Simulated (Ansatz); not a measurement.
Ideal-gas functions of BrClF$_{2}$Ti, SMILES `[F][Ti]([F])([Cl])[Br]` at 500 K and 1 bar, from an Ansatz frequency run at PBE0-D4/def2-TZVP.

Molar mass 201.22 g/mol, point group Cs (symmetry number 1), electronic degeneracy 1, moments of inertia 223.062, 462.698, 534.006 u Å². Harmonic wavenumbers (cm⁻¹, unscaled): 106, 143, 161, 170, 199, 366, 497, 772, 808.

Use S(trans) = R[1.5 ln M + 2.5 ln T − 1.1517]; rotational temperatures θ = 24.2544 K / I; S(rot) = R[ln(√π/σ · √(T³/θAθBθC)) + 1.5]; for each mode x = 1.438777 ν̃/T, S = R[x/(eˣ − 1) − ln(1 − e⁻ˣ)] and H = RT x/(eˣ − 1); 1 cm⁻¹ = 0.0119627 kJ/mol; R = 8.31446 J/(mol·K).

Q: By hand: the entropy, in J/(mol·K).

A: Translation 185.8. Rotation: θ = 0.1087, 0.0524, 0.0454 K, giving 129.1. Vibration, mode by mode: 18.22, 15.76, 14.79, 14.34, 13.06, 8.26, 6.01, 3.20, 2.95, in all 96.6. Electronic 0.0. Sum 411.5 J/(mol·K).

Q: By hand: H − E and G − E in kJ/mol, counted from the electronic energy.

A: Zero-point energy ½ × 3222 × 0.0119627 = 19.3; thermal vibration 22.9; translation, rotation and pV give 4 RT = 16.6. H − E = 58.8 kJ/mol, and G − E = 58.8 − 500 × 411.5/1000 = -146.9 kJ/mol.

Vibration gives 23 % of the entropy, 34.0 J/(mol·K) of it from the modes under 150 cm⁻¹: soft modes count most, and the harmonic formula is weakest for them.
